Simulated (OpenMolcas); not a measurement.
**F3+: from CASSCF to CASPT2**

```json
{
 "Program": "OpenMolcas",
 "Basis": "ANO-R3 [4s4p2d1f]",
 "Scalar Hamiltonian": "X2C, finite nucleus",
 "Active space": "2 electrons in 3 orbitals (2p)",
 "State averaging": "2S+1 = 3 even, 3 roots; 2S+1 = 1 even, 6 roots",
 "Spin-orbit coupling": "RASSI with atomic mean-field integrals over the reference wave functions, term energies averaged over their components"
}
```

Methods on the same reference wave functions:
A. CASSCF
B. SS-CASPT2, IPEA 0.25 Eh, imaginary shift 0.1 Eh (closed shells correlated: 1s 2s)

Energies in eV above 2s² 2p² ³P₀, the measured ground level; measured values from Moore, Atomic Energy Levels, vol. I, NSRDS-NBS 35 (1971 reprint of NBS Circular 467, 1949).

```csv
Level,A,B,Measured
2s² 2p² ³P₀,0.0000,0.0000,0.0000
2s² 2p² ³P₁,0.0273,0.0274,0.0279
2s² 2p² ³P₂,0.0802,0.0803,0.0761
2s² 2p² ¹D₂,3.4505,3.197,3.1295
2s² 2p² ¹S₀,8.4881,7.183,6.6386
```

Deviations, from unrounded energies. A percentage is the sum of absolute deviations over the sum of measured energies, with the sign that they share, or ± where signs differ.

| Against measurement | Levels | A | B |
| --- | --- | --- | --- |
| mean absolute deviation (cm-1) | 4 | 4400 | 1200 |
| fine structure of the ground term (%) | 2 | ±4.6 | ±4.6 |
| other terms of the ground configuration (%) | 2 | +22.2 | +6.3 |

B lies closest to measurement on these levels. The largest miss of B in the table is 2s² 2p² ¹S₀, by +4400 cm-1. The ranking rests on the paired levels alone, and a cruder setting can come out closer through cancelling errors.

From A to B the spin-free energies of the other terms of 2s² 2p² shown, above ³P, scale by factors of 0.85 to 0.93.

The lowest spin-free term lies below A's lowest term by 0.102 hartree in B.

CASPT2 breaks the degeneracy within a term, and the mean is taken; among the terms shown or strongly mixed into the levels shown the widest spread is 81 cm-1 (2s² 2p² ¹D, B). With the s shell closed, the reference lacks s² → p² mixing. Computed and measured levels are paired by configuration, term and J; levels that our copy of the source lacks, or whose pairing is in doubt (as where it misses far off the trend of its configuration), stay unpaired and out of the deviations. Only configurations of the active space appear.
